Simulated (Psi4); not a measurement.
Two rigid molecules brought together: CO2 ··· C2H2 (SMILES O=C=O and C#C), singlet. Monomers: optimised at B3LYP-D3(BJ) (def2-TZVP), held rigid. Orientation: a random orientation, not optimised. Only R, the distance of the centres of mass, is varied, so the lowest point isn't the relaxed dimer.

Geometry at R = 4.30 Å (first 3 atoms: monomer A):
```
7

O     -1.1597     0.0000     0.0000
C      0.0000     0.0000     0.0000
O      1.1597     0.0000     0.0000
C     -4.3638    -1.2735    -0.4946
C     -3.4889    -1.8767    -1.0451
H     -5.1408    -0.7378    -0.0062
H     -2.7119    -2.4124    -1.5335
```

Computed with SAPT0/jun-cc-pVDZ, frozen core (Psi4).

Components in kJ/mol:

| R / Å | electrostatics | exchange | induction | dispersion | total |
|---|---|---|---|---|---|
| 3.69 | -12.46 | 51.72 | -4.50 | -10.10 | 24.66 |
| 3.92 | -3.77 | 24.96 | -2.36 | -6.60 | 12.24 |
| 4.11 | -0.47 | 13.58 | -1.38 | -4.72 | 7.02 |
| 4.30 | 1.05 | 7.36 | -0.81 | -3.42 | 4.19 |
| 4.49 | 1.65 | 3.98 | -0.48 | -2.50 | 2.65 |
| 4.73 | 1.78 | 1.83 | -0.25 | -1.72 | 1.64 |
| 5.00 | 1.61 | 0.76 | -0.13 | -1.14 | 1.09 |
| 5.27 | 1.35 | 0.31 | -0.07 | -0.78 | 0.81 |
| 5.84 | 0.87 | 0.05 | -0.02 | -0.37 | 0.52 |
| 6.49 | 0.53 | 0.01 | -0.01 | -0.17 | 0.35 |
| 7.48 | 0.26 | 0.00 | 0.00 | -0.07 | 0.19 |
| 8.83 | 0.12 | 0.00 | 0.00 | -0.02 | 0.09 |
